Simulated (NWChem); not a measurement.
Species: CH₇GeNO; SMILES [CH3][Ge@@H]([NH2])[OH]

```xyz
11

C     -0.0933     1.8444    -0.2773
Ge     0.0298    -0.0396     0.2568
N     -1.5076    -0.8902    -0.3355
O      1.5795    -0.7763    -0.3368
H     -0.1172     1.9453    -1.3672
H     -1.0103     2.2775     0.1325
H      0.7673     2.3987     0.1067
H      0.1237    -0.2789     1.7784
H     -1.5174    -1.8851    -0.1242
H     -1.6943    -0.7729    -1.3284
H      1.6940    -0.6237    -1.2877
```
Atoms are numbered in this order, from 1.

Results from NWChem. Pople sets run with spherical d functions. The geometry was optimised at B3LYP/6-31G* (spherical d). GIAO values for the isolated, static molecule; σ is the absolute isotropic shielding, δ = σ(reference) − σ with the isolated reference molecule computed at the same levels (13C: tetramethylsilane, 1H: tetramethylsilane, 15N: ammonia, 17O: water).

| level | δ C1 (ppm) | σ Ge2 (ppm) | δ N3 (ppm) | δ O4 (ppm) | δ H5 (rotor mean) (ppm) | δ H8 (ppm) | δ H10 (ppm) |
|---|---|---|---|---|---|---|---|
| Hartree-Fock/6-31G* | -0.3 | 1624.6 | 12.6 | 21.9 | 0.21 | 5.31 | -0.02 |
| LDA (Slater exchange, VWN5)/pcSseg-1 | 2.2 | 1151.1 | 51.3 | 86.8 | 0.42 | 5.83 | 0.65 |
| KT2/pcSseg-1 | 1.6 | 1265.3 | 41.4 | 74.6 | 0.38 | 5.43 | 0.50 |
